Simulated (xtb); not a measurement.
C2H6Si, triplet, at a GFN2-xTB geometry (the spin is typed, not shown lowest); xtb with GFN1-xTB with ALPB(benzene).

Here is a job for xtb.
```
$ xtb mol.xyz --gfn 1 --uhf 2 --alpb benzene --json

# file mol.xyz
9

Si    -0.22557279     0.10048843     0.54354598
C      0.80815630     1.43062728    -0.36562619
H      0.89963295     2.32514890     0.24010217
H      0.33915249     1.70441352    -1.30816930
H      1.80852352     1.06063375    -0.57935784
C     -0.50782834    -1.56441774    -0.35805176
H      0.44090874    -2.05191612    -0.57148623
H     -1.02846229    -1.40813635    -1.30029770
H     -1.10370406    -2.23423906     0.25163281
```

It wrote (shortened):

```
   ID    Z sym.   atoms
    1   14 Si     1
    2    6 C      2, 6
    3    1 H      3-5, 7-9

           -------------------------------------------------
          |                Calculation Setup                |
           -------------------------------------------------

           -------------------------------------------------
          |                 G F N 1 - x T B                 |
           -------------------------------------------------

      * Solvation model:               ALPB
        Solvent                        benzene
        Parameter file                 internal GFN1-xTB/ALPB
        Dielectric constant                7.0000E+00
        Reference state                gsolv [1 M gas/solution]
        Free energy shift                  5.0562E-03 Eh       3.1728E+00 kcal/mol
        Temperature                        2.9815E+02 K
        Density                            8.6700E-01 kg/L
        Solvent mass                       7.8110E+01 g/mol
        Interaction kernel             P16
        Born radius scaling (c1)           1.7593E+00
        Born radii integrator          GBOBC
        Born offset                        0.0000E+00 a0       0.0000E+00 AA
        H-bond correction              false
        Ion screening                  false
        Surface tension                    1.0000E-05 Eh       1.5569E+01 dyn/cm
        Grid points                               230 per atom

          ...................................................
          :                      SETUP                      :
          :.................................................:
          :  # basis functions                  30          :
          :  # atomic orbitals                  29          :
          :  # shells                           19          :
          :  # electrons                        18          :
          :  # halogen bonds                     0          :
          :  max. iterations                   250          :
          :  Hamiltonian                  GFN1-xTB          :
          :  restarted?                      false          :
          :  GBSA solvation                   true          :
          :  PC potential                    false          :
          :  electronic temp.          300.0000000     K    :
          :  accuracy                    1.0000000          :
          :  -> integral cutoff          0.2500000E+02      :
[...]
         :: total energy              -9.133798752604 Eh    ::
[...]
        20                          0.0017576               0.0478
        21                          0.0133435               0.3631
       ...                                ...                  ...
        29                          0.7174575              19.5230
      -------------------------------------------------------------
                  HL-Gap            0.0848460 Eh            2.3088 eV
             Fermi-level           -0.3118938 Eh           -8.4871 eV

  Mulliken/CM5 charges         n(s)   n(p)   n(d)
     1Si   -0.02676 -0.12905   1.573  2.087  0.367
     2C    -0.13965 -0.25206   1.017  3.123  0.000
     3H     0.05141  0.10618   0.949  0.000  0.000
     4H     0.05081  0.10520   0.949  0.000  0.000
     5H     0.05081  0.10520   0.949  0.000  0.000
     6C    -0.13965 -0.25206   1.017  3.123  0.000
     7H     0.05081  0.10520   0.949  0.000  0.000
     8H     0.05081  0.10520   0.949  0.000  0.000
     9H     0.05141  0.10618   0.949  0.000  0.000

Wiberg/Mayer (AO) data.
largest (>0.10) Wiberg bond orders for each atom

 ---------------------------------------------------------------------------
     #   Z sym  total        # sym  WBO       # sym  WBO       # sym  WBO
 ---------------------------------------------------------------------------
     1  14 Si   2.459 --     2 C    1.043     6 C    1.043
     2   6 C    3.957 --     1 Si   1.043     3 H    0.945     4 H    0.939
                             5 H    0.939
     3   1 H    1.008 --     2 C    0.945
     4   1 H    1.011 --     2 C    0.939
     5   1 H    1.011 --     2 C    0.939
     6   6 C    3.957 --     1 Si   1.043     9 H    0.945     7 H    0.939
                             8 H    0.939
     7   1 H    1.011 --     6 C    0.939
     8   1 H    1.011 --     6 C    0.939
     9   1 H    1.008 --     6 C    0.945
 ---------------------------------------------------------------------------

Topologies differ in total number of bonds
Writing topology from bond orders to xtbtopo.mol

 dipole moment from electron density (au)
     X       Y       Z
   0.1662  -0.0740  -0.4004  total (Debye):    1.118

           -------------------------------------------------
          | TOTAL ENERGY               -9.133798752604 Eh   |
          | GRADIENT NORM               0.020038489709 Eh/α |
          | HOMO-LUMO GAP               2.308776325974 eV   |
           -------------------------------------------------

normal termination of xtb
```
